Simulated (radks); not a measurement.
Problem. The mean radii <r> (bohr) of the occupied orbitals of an atom or ion are listed with their occupations. All-electron calculation, scalar-relativistic Kohn-Sham, PW91, spin-polarised, spherical densities, finite nucleus; Fermi nuclear charge, rms radius of each element as measured or else 0.836 A^(1/3) + 0.57 fm. Program: a radial shooting solver on a logarithmic mesh with Libxc functionals.

| orbital | occ. | <r> |
|---|---|---|
| 1s up | 1 | 0.01659 |
| 1s down | 1 | 0.01659 |
| 2s up | 1 | 0.06987 |
| 2s down | 1 | 0.06987 |
| 2p up | 3 | 0.06320 |
| 2p down | 3 | 0.06320 |
| 3s up | 1 | 0.1783 |
| 3s down | 1 | 0.1783 |
| 3p up | 3 | 0.1790 |
| 3p down | 3 | 0.1790 |
| 3d up | 5 | 0.1614 |
| 3d down | 5 | 0.1614 |
| 4s up | 1 | 0.3580 |
| 4s down | 1 | 0.3580 |
| 4p up | 3 | 0.3692 |
| 4p down | 2 | 0.3693 |

Name the element and its charge. Open shells, if any, are filled with parallel spins first.

Solution. Z = 80, mercury, charge +45: Hg45+ in [Ar] 3d10 4s2 4p5. The 1s radius gives Z: for a bare nucleus <r> = (2 gamma + 1)/(2Z) with gamma = sqrt(1 - (Z/c)^2), 0.0164 bohr for Z = 80, and screening makes it slightly larger (0.01659 here). The occupations add up to 35, and the charge is Z minus that.
